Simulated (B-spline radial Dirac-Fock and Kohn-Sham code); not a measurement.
**Anomalous scattering factors of Eu, 636.3 eV to 3.666 keV**

Model: the dispersion relation over Dirac-Hartree-Slater subshell photoionisation cross sections, with the Kissel-Pratt high-energy constant (isolated atom, no bound-bound lines or fine structure). Program: a radial finite-basis atomic code. The forward scattering factor is f₀ + f′ + i f″.

Edges near this range: M1 1800.0 eV, M2 1614.0 eV, M3 1481.0 eV, M4 1158.6 eV, M5 1127.5 eV.

```tsv
hν (eV)	λ (Å)	f′ (e)	f″ (e)	tabulated f′	tabulated f″
636.3	19.49	-30.318	10.556	–	9.64
828.2	14.97	-30.797	9.044	–	8.52
908.4	13.65	-32.018	8.467	–	8.06
928.4	13.35	-32.466	8.330	–	7.95
1000	12.40	-34.814	7.859	-34.71	7.59
1253.6	9.890	?	?	?	?
1486.9	8.338	-24.108	30.690	-23.56	29.61
1639	7.565	-17.210	28.754	-17.30	27.93
1733	7.154	-14.498	26.861	-14.58	25.94
1785	6.946	-13.893	25.884	-13.95	25.16
2000	6.199	-9.629	23.488	-9.58	22.74
2106	5.887	-8.422	21.969	-8.37	21.35
2984.4	4.154	-4.628	13.608	-4.58	13.35
3506	3.536	-4.270	10.771	-4.28	10.34
3666	3.382	-4.262	10.084	-4.27	9.64
```

Task: What are f′ and f″ at Mg Kα (1253.6 eV)?

Result: f′ = -31.975 and f″ = 33.253 electrons (tables: -34.06 and 33.98). By the optical theorem f″ corresponds to a photoabsorption cross section 2 rₑ λ f″ = 1.85e+06 b.

Tabulated f′: xraylib 4.2 anomalous scattering factors (Cullen et al., EPDL97); f″: Chantler's tables (J. Phys. Chem. Ref. Data 1995 and 2000). Both are theoretical tables.

Values without a named source are computed, but for edge energies of neutral atoms, which are taken from tables.
